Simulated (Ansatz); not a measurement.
# Relaxing a trial structure of ClH4Si2Sn

The starting geometry of this gas-phase doublet was optimised with r2SCAN-D4.

```xyz
8

Cl   -2.0112   -1.0663    1.8672
Si   -1.4333   -0.3584   -1.6812
Si   -0.5870   -2.5982   -1.1253
Sn   -0.0350   -0.6255    0.5374
H    -2.9190   -0.2055   -1.7150
H    -0.8298    0.1126   -2.9680
H     0.3413   -3.0870   -2.1930
H    -1.6271   -3.6277   -0.8262
```

Predict what it relaxes into with B3LYP-D3(BJ)/def2-SVP.

A bond breaks, giving a structure given below by its coordinates. Contacts that open: Si3–Sn4 (2.64 → 3.36 Å).

The energy falls by 0.22 eV over 32 steps:

```json
{"step": "1", "E − E(last) (eV)": "0.224"}
{"step": "4", "E − E(last) (eV)": "0.215"}
{"step": "8", "E − E(last) (eV)": "0.215"}
{"step": "11", "E − E(last) (eV)": "0.212"}
{"step": "15", "E − E(last) (eV)": "0.177"}
{"step": "18", "E − E(last) (eV)": "0.101"}
{"step": "22", "E − E(last) (eV)": "0.006"}
{"step": "25", "E − E(last) (eV)": "0.001"}
{"step": "29", "E − E(last) (eV)": "0.000"}
{"step": "32", "E − E(last) (eV)": "0.000"}
```

Final geometry (Å):

```json
{"atom": "Cl", "x (Å)": "-2.0677", "y (Å)": "-1.0916", "z (Å)": "1.7798"}
{"atom": "Si", "x (Å)": "-1.4058", "y (Å)": "-0.4666", "z (Å)": "-1.6849"}
{"atom": "Si", "x (Å)": "-0.9679", "y (Å)": "-2.7231", "z (Å)": "-1.7210"}
{"atom": "Sn", "x (Å)": "0.0002", "y (Å)": "-0.5194", "z (Å)": "0.6226"}
{"atom": "H", "x (Å)": "-2.8612", "y (Å)": "-0.1720", "z (Å)": "-1.5852"}
{"atom": "H", "x (Å)": "-0.7923", "y (Å)": "0.1521", "z (Å)": "-2.8978"}
{"atom": "H", "x (Å)": "0.4424", "y (Å)": "-3.0976", "z (Å)": "-2.0488"}
{"atom": "H", "x (Å)": "-1.4488", "y (Å)": "-3.5378", "z (Å)": "-0.5690"}
```

Frequencies at the end are all real (lowest 53 cm⁻¹). Open shells are spin-unrestricted. Atoms past krypton carry core potentials, without spin–orbit terms. Run with Ansatz 0.2.0, 3.4 min on 2 threads of Arm Neoverse V2, on a shared host.
